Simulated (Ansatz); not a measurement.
Cartesian coordinates in Å:
```
Si 0.1130 -1.4956 2.0292
B -0.8152 -1.2269 0.2693
Al -1.1023 0.6564 -0.6079
Si 0.7269 1.7065 -1.8841
H 0.1519 -0.2892 2.9025
H -0.4283 -2.6282 2.8314
H 1.5259 -1.8209 1.6607
H -1.0982 -2.2427 -0.3053
H -2.4554 1.4748 -0.4068
H 1.8946 0.8017 -2.0812
H 1.2219 2.9220 -1.1735
H 0.2653 2.1422 -3.2343
```

The species carries charge 0 and has multiplicity 1.

(1) List the ωB97M-V/def2-TZVPP orbital energies in eV (Ansatz). (An estimate is asked.)

## Answers

(1) The calculation gave: Occupied: -1806.67, -1806.54, -1532.13, -188.25, -147.80, -147.67, -116.76, -101.91, -101.90, -101.88, -101.78, -101.78, -101.77, -76.43, -76.24, -76.21, -18.36, -17.59, -15.75, -13.48, -12.22, -12.08, -11.96, -11.93, -11.03, -10.03, -9.07. Lowest empty: -0.90, -0.35, 1.81, 1.93, 2.46, 2.49, 2.87, 2.95.
